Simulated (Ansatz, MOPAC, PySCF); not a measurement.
Molecule: C$_{2}$HF$_{2}$, net charge 0, doublet state. SMILES: [C](=CF)F
Structure (B3LYP-D3(BJ)/def2-TZVP (Ansatz, an electronic-structure program) minimum search):
```
C
C 1 1.3133
F 2 1.3072 1 128.64
F 1 1.3426 2 121.36 3 -180.00
H 1 1.0846 2 124.05 3 0.00
```
Charge 0, spin multiplicity 2.

Quantity: enthalpy of formation at 298 K, in kcal/mol. Set-up: 6-311+G** with 5d; dispersion terms only where a functional's name holds one; 6-31G* and kin with 6d, 5d where marked; PM7 with its own dispersion and hydrogen-bond terms; valence correlation only; UHF or UKS for open shells; spin-orbit terms left out; non-relativistic. First-principles rows: single points at B3LYP-D3(BJ) geometries (Ansatz), with unscaled harmonic terms from B3LYP/6-31G* (Ansatz) at its own minima, enthalpies of formation by atomisation with measured atoms. Semi-empirical rows: MOPAC heats of formation at their own minima for 298 K. A UHF reference is markedly spin-contaminated in at least one set, which strains HF and MP2.

```csv
level,program,enthalpy of formation at 298 K (kcal/mol)
PM7,MOPAC,-23.2
HF/6-31G*,Ansatz,140.0
HF/6-311+G**,Ansatz,143.9
SVWN5/6-31G*,Ansatz,-119.9
BLYP/6-31G*,Ansatz,-24.4
BP86/def2-SVP,PySCF,-46.9
B3LYP/6-31G,Ansatz,21.8
M06-2X/6-31G* (5d),PySCF,-15.2
MP2/STO-3G,Ansatz,63.7
M06-2X/def2-TZVPD,PySCF,-14.0
wB97M-V/def2-TZVPD,Ansatz,-11.8
```

No value to compare with is used here. The 9 habitual levels span -119.9 (SVWN5/6-31G*) to 143.9 kcal/mol (HF/6-311+G**); wB97M-V/def2-TZVPD gives -11.8.

The levels are drawn from those run, B3LYP/6-31G* more often than the rest, none by its result; left out are runs that failed, that the program found above a lower state of the same kind, or whose <S^2> lies over 0.5 above the pure value.
